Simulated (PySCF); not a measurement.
C₃H₇FSi, SMILES C1(C[SiH2]C1)F. Atoms are numbered in the order given.

```xyz
12

F     -2.1269    -0.1581     0.0000
C     -0.8508     0.3706     0.0000
C      0.0157    -0.0843    -1.1911
Si     1.4918    -0.0100     0.0000
C      0.0157    -0.0843     1.1911
H     -0.9531     1.4711     0.0000
H     -0.0672     0.5034    -2.1151
H     -0.2174    -1.1400    -1.4104
H      2.4691    -1.1339     0.0000
H      2.2259     1.2871     0.0000
H     -0.0672     0.5034     2.1151
H     -0.2174    -1.1400     1.4104
```
Charge 0, spin multiplicity 1.

The structure is a stationary point at ωB97X-D3(BJ)/def2-SVP. This is a generated structure with no PubChem entry under its InChIKey; it may be hypothetical.

Level of theory: PySCF with PBE0/pcSseg-1.

GIAO shieldings, no solvent; atoms listed in one row are averaged. δ = σ(ref) − σ: ¹⁹F against CFCl3 (σ = 167.2 ppm); ¹³C against TMS (σ = 186.3 ppm); ²⁹Si against TMS (σ = 352.7 ppm); ¹H against TMS (σ = 31.56 ppm), references at their B3LYP-D3(BJ)/def2-TZVP geometries, non-relativistic.

Computed chemical shifts:
```
nucleus             atoms  count  δ (ppm)
-------  ----------------  -----  -------
¹⁹F                    F1      1   -149.7
¹³C                    C2      1     90.1
¹³C                C3, C5      2     24.1
²⁹Si                  Si4      1    -60.4
¹H                     H6      1     5.23
¹H                     H9      1     4.63
¹H                    H10      1     4.38
¹H       H7, H8, H11, H12      4     2.01
```
